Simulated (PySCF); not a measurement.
Species: C7H9FO.
InChI=1S/C7H9FO/c1-3-6-4-5-7(6,8)9-2/h1,6H,4-5H2,2H3/t6-,7+/m1/s1

Theory: PySCF 2.14.0, density-fitted response routines, TDDFT CAM-B3LYP/def2-SVPD, vertical, gas phase, core orbitals frozen in the response. The structure is a single PBE0-D3(BJ)/def2-SVP conformer in the gas phase; no vibrational or solvent corrections. Torsions of this conformer, `[CH:1]#[C:2][C@@H:3]1[CH2:4][CH2:5][C@:6]1([F:7])[O:8][CH3:9]`: C5–C6–O8–C9 -174°.

Orbital energies (eV): HOMO-3 -10.79, HOMO-2 -9.96, HOMO-1 -9.22, HOMO -8.95, LUMO 1.33, LUMO+1 1.64, LUMO+2 1.73.

**Question.** Among the lowest singlets, which states do these configurations lead, and at what energies: HOMO-1→LUMO, HOMO→LUMO?

**Answer.** 

```tsv
state	leading configuration	weight	Δε (eV)	E (eV)	E − Δε (eV)	f	other configurations
S4	HOMO→LUMO	0.72	10.27	7.51	-2.77	0.034	H→L+1 (11%)
S5	HOMO-1→LUMO	0.71	10.55	7.68	-2.87	0.036	H-1→L+4 (10%)
```

E − Δε runs from -2.87 to -2.77 eV. Among themselves, these states come in the order of their orbital differences. Δε is the difference of the two orbital energies.

H and L stand for HOMO and LUMO. The other states: S1 6.37 eV, f 0.0000, H-1→L+2 (37%), H→L+1 (11%), H→L+5 (10%); S2 6.61 eV, f 0.0025, H→L+2 (35%), H-1→L+1 (15%), H-1→L+5 (11%); S3 6.62 eV, f 0.0044, H-1→L+2 (31%), H→L+1 (16%), H→L+5 (12%); S6 8.14 eV, f 0.040, H→L+2 (17%), H→L+4 (14%), H-2→L (14%); S7 8.19 eV, f 0.045, H→L+2 (20%), H→L+5 (18%), H→L+1 (14%); S8 8.32 eV, f 0.114, H-2→L (16%), H→L+5 (13%), H→L+1 (11%); S9 8.42 eV, f 0.025, H→L+3 (35%), H→L+4 (26%), H→L+1 (10%); S10 8.48 eV, f 0.0070, H-1→L+5 (38%), H-1→L+1 (11%), H-2→L+2 (10%).

Triplets (Tamm–Dancoff): T1 5.25 eV, H→L+2 (29%), H-1→L+5 (12%), H-1→L+1 (10%); T2 5.75 eV, H-1→L+2 (32%), H→L+5 (11%), H→L+1 (11%); T3 5.75 eV, H→L+2 (21%), H-1→L+5 (18%), H-1→L+1 (16%); T4 6.40 eV, H-1→L+2 (29%), H→L+1 (14%), H→L+5 (12%).

Summed over the main configurations (up to three a state, each over 8%) of all 10 singlets, the electron leaves HOMO with weight 3.45, HOMO-1 with weight 2.24 and HOMO-2 with weight 0.41.

The vertical ionisation energy (ΔSCF) is 9.70 eV, 1.22 eV above S10.

Time: 4.7 min wall. Hardware: one thread of an x86-64 server, shared host.
